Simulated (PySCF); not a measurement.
## Structure elucidation problem

Molecular formula: C9H7Cl. Simulated spectra:

¹H NMR (600 MHz, computed): δ 6.59 (t, 1H), 4.29 (d, 2H), 1.76 (s, 2H), 1.48 (s, 2H).

¹³C{¹H} NMR (computed): δ 140.5 (C), 125.0 (CH), 87.1 (C, 2C), 73.9 (CH, 2C), 50.9 (CH2), 23.3 (CH2), 8.7 (C).

- NMR shieldings at PBE0/pcSseg-1/GIAO
- geometry: GFN2-xTB
- code: PySCF 2.14
- isolated molecule, no relativistic terms, rapidly exchanging positions averaged, single conformer

δ = σ(ref) − σ, references computed at the same level: ¹H and ¹³C against TMS.

Question: Deduce the structure.

Answer: 
- Rings plus π bonds: 6 (1 ring in the answer).
- 7 carbon signals for 9 carbons: some carbons are equivalent by symmetry or fast rotation.
- Carbon types of the structure: 4 × C, 3 × CH, 2 × CH2, which accounts for all hydrogens.
- δC 140.5: fully substituted alkene carbon; an sp2 carbon of a C=C bond.
- δC 125.0: alkene CH; the olefinic region.
- δC 87.1: alkyne carbon; sp carbons lie upfield of alkene carbons because the cylindrical π system leaves one tensor component strongly shielded.
- δC 73.9: terminal alkyne carbon; sp carbons lie upfield of alkene carbons because the cylindrical π system leaves one tensor component strongly shielded.
- δC 50.9: allylic sp3 CH2 bonded to Cl; pulled downfield by the heteroatom.
- δC 23.3, 8.7: three-membered-ring carbon; carbons of three-membered rings are unusually shielded.
- δH 4.29: hydrogen on an allylic sp3 CH2 bonded to Cl; its carbon carries Cl, hence the downfield position.

The compound is SMILES C#CC1(C#C)C/C1=C\CCl.

The shifts were computed for this structure.

Carbons that carry Cl, above all several Cl atoms, come out too deshielded, partly because spin–orbit coupling is missing. Shifts are as computed. Against solution values, carbons near 30 ppm lie about +3 ppm off and those near 130 ppm about +5 ppm; carbons on Cl a further +6 ppm. Of 1211 compounds with measured shifts, 218 miss one by over three times the rms of a fit or turn the order of signals round; such compounds aren't used in these exercises. No couplings were computed; multiplicities are counted from neighbouring protons, with m where these are inequivalent, close in shift, in a saturated or five-membered ring or joined by F or P, and br s for small geminal =CH2 splittings.
